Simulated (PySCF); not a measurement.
Nb(NH)(F)2(OH) (F₂H₂NNbO), SMILES [NH]=[Nb]([OH])([F])[F], multiplicity 1. Geometry: PBE-D3(BJ)/def2-SVP. The spin state was assumed, not searched. The structure was generated by enumeration; whether it is a known compound was not checked. The def2 effective core potentials stand for the cores of Nb; spin–orbit coupling is left out. Other conformers were not sampled.

Computed equilibrium geometry at PBE-D3(BJ)/def2-SVP (PySCF confirms it by a frequency run) as bond lengths and angles, and its point group (one conformer of several):
point group Cs.
Atoms: Nb1 N2 H3 F4 F5 O6 H7. Bonds (Å): Nb1–N2 1.757, Nb1–F4 1.888, Nb1–F5 1.888, Nb1–O6 1.899, N2–H3 1.023, O6–H7 0.973. Bond angles (°): N2–Nb1–F4 108.1, N2–Nb1–F5 108.1, N2–Nb1–O6 107.7, F4–Nb1–F5 112.4, F4–Nb1–O6 110.2, F5–Nb1–O6 110.2, Nb1–N2–H3 176.9, Nb1–O6–H7 129.6.
